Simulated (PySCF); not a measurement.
## Mn⁺ (manganese, charge +1) across methods

[Ar] 3d6, high-spin 5D determinant (an excited configuration). Computed with PySCF 2.14 in aug-cc-pwCVTZ-DK, with scalar relativity by spin-free X2C-1e.

| method | E (hartree) | mean ε 3p β (eV) | mean ε 3d α (eV) | mean ε 3d β (eV) | Σ⟨r²⟩ (bohr²) | ⟨S²⟩ |
| --- | --- | --- | --- | --- | --- | --- |
| LDA | -1155.793 | -55.407 | -12.116 | -9.056 | 22.01 | 6.004 |
| r2SCAN | -1158.186 | -55.908 | -12.011 | -8.893 | 21.71 | 6.007 |
| PBE0 | -1158.010 | -58.100 | -13.737 | -10.448 | 21.54 | 6.005 |
| wB97M-V | -1158.126 | -60.817 | -16.201 | -13.032 | 21.72 | 6.006 |
| UHF | -1157.03366 | -65.575 | -19.085 | -13.933 | 20.78 | 6.011 |
| wB97X-V | -1158.088 | -60.661 | -16.086 | -13.038 | 21.60 | 6.005 |
| M06-L | -1158.150 | -55.627 | -11.638 | -8.347 | 21.39 | 6.015 |
| PBE | -1157.993 | -55.254 | -11.873 | -9.033 | 22.05 | 6.004 |
